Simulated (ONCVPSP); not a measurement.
**Potentials for Ru compared**

Generated with ld1.x 7.5 (TM, RRKJ, ultrasoft, PAW), atompaw 4.2 or ONCVPSP 4.0.1. The cutoff is in Ry: for ld1.x and atompaw files where the sum of valence levels is converged to 10 mRy in a Bessel basis, for ONCV files where the hardest occupied wave has 1 mHa per electron of residual kinetic energy. The error is the largest all-electron minus pseudo excitation energy over each file’s own four to seven test configurations (ionisations up to +4, promotions, holes and added fractions of an electron), all of which were solved. The labels leave out finer settings (local radius, basis sizes, second energies), which also bear on the numbers. Spin-polarised tests are not counted. The rows are a selection from randomly drawn settings: files with unsolved tests, undetermined cutoffs or missed reference levels are left out.

A true bound ghost makes a file unfit for plane-wave use even where its test errors are small: the radial tests pick states by their node count and pass the ghost by.

| potential | cutoff (Ry) | largest error (meV) | bound ghosts |
| --- | --- | --- | --- |
| ONCV, PBE, scalar-relativistic, rc 1.20/1.15/1.75 (spd), local smoothed, core correction yes, reference 4s2 4p6 4d7, qcut 5.9/7.5/9.3, projectors 2/3/2 | 176 | +0.9 | p |
| ONCV, PBEsol, scalar-relativistic, rc 1.65/1.60/2.00 (spd), local smoothed, core correction yes, reference 4s2 4p6 4d5, qcut 6.2/9.8/8.5, projectors 3/1/2 | 50 | +18 | none |
| ONCV, LDA (Perdew-Zunger), scalar-relativistic, rc 1.85/1.55/2.30 (spd), local smoothed, core correction yes, reference 4s2 4p6 4d7 5s1, qcut 7.5/7.1/7.8, projectors 2/2/3 | 37 | +30 | none |
| ONCV, LDA (Perdew-Zunger), scalar-relativistic, rc 1.35/1.35/2.30 (spd), local smoothed, core correction yes, reference 4s2 4p6 4d7 5s1, qcut 8.9/8.4/5.9, projectors 2/2/3 | 58 | -168 | none |
| ONCV, PBE, scalar-relativistic, rc 1.50/1.25/1.65 (spd), local smoothed, core correction yes, reference 4s2 4p6 4d7.5 5s0.5, qcut 7.5/5.8/9.2, projectors 2/3/2 | 277 | -1.1 | none |

Problem. Fill in the row for Ru: ONCV, PBEsol, scalar-relativistic, rc 1.50/1.35/2.20 (spd), local smoothed, core correction no, reference 4s2 4p6 4d7 5s1, qcut 6.2/12.1/8, projectors 2/2/2.

Solution. cutoff 82 Ry, largest error -48 meV, bound ghosts: none.

Problem. Fill in the row for Ru: ONCV, PBE, fully relativistic, rc 1.55/1.10/2.05 (spd), local smoothed, core correction yes, reference 4s2 4p6 4d7 5s1, qcut 8.8/6.6/7.8, projectors 3/2/2.

Solution. cutoff 274 Ry, largest error +17 meV, bound ghosts: none.

Problem. Fill in the row for Ru: ONCV, PBE, scalar-relativistic, rc 1.60/1.30/1.40 (spd), local smoothed, core correction yes, reference 4s2 4p6 4d7, qcut 8.3/5.7/6.2, projectors 2/2/3.

Solution. cutoff 242 Ry, largest error -1.9 meV, bound ghosts: none.
